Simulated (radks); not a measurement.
Results of a calculation; reference values are marked as such.
Task: These are the eigenvalues of the occupied orbitals of an atom or ion with whole-number occupations (Ry). Level of theory: scalar-relativistic Kohn-Sham, SCAN, spin-polarised, spherical densities, finite nucleus; meta-GGA in the generalised Kohn-Sham scheme; Fermi nuclear charge, rms radius of each element as measured or else 0.836 A^(1/3) + 0.57 fm (a radial shooting solver on a logarithmic mesh with Libxc functionals).

| orbital | eigenvalue |
|---|---|
| 1s up | -545.6177 |
| 1s down | -545.5380 |
| 2s up | -89.12885 |
| 2s down | -89.07905 |
| 2p up | -80.21902 |
| 2p down | -80.13150 |
| 3s up | -30.35526 |
| 3s down | -29.94594 |
| 3p up | -27.58463 |

Which element is it, and in what charge state? The configuration may be excited. Open shells, if any, are filled with parallel spins first.

Result: Z = 26, iron, charge +13: Fe13+ in [Ne] 3s2 3p1. The list shows which subshells hold electrons but not how many an open one holds; the 1s level, -272.81 hartree, gives Z - s = 23.4 by -(Z - s)^2/2, which with screening and relativity narrows Z to a few neighbours, and the depths of the outer levels then fix element, charge and occupations together.
